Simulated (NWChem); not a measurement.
SiNH$_{5}$O; SMILES O[SiH2]N

```xyz
8

Si    -0.4691     0.0315    -0.0007
N      0.4117    -1.4395     0.0041
O      0.5420     1.3622     0.0068
H     -1.3349     0.0833     1.2183
H     -1.3103     0.0178    -1.2351
H      0.8229    -1.7781    -0.8581
H      0.9871    -1.6894     0.8006
H      0.1444     2.2079     0.2334
```
Atoms are numbered in this order, from 1.

Program: NWChem. Geometry optimised at PBE0/def2-SVP; all other runs use it. 

```csv
quantity,level,value
"vertical, lowest excitation, singlet (eV)","PBE0/def2-SVPD, TDA",6.89
"anisotropy (bohr³), static",PBE0/def2-SVPD,5.3
cavity-dispersion-structure term (kcal/mol) in water,"PBE0/def2-SVP, SMD",3.1
"vertical ionisation energy, ΔSCF (eV)",PBE/def2-SVP,9.57
dipole (D),PBE0/def2-SVP,0.48
highest harmonic frequency (cm⁻¹),PBE0/def2-SVP,3930
```
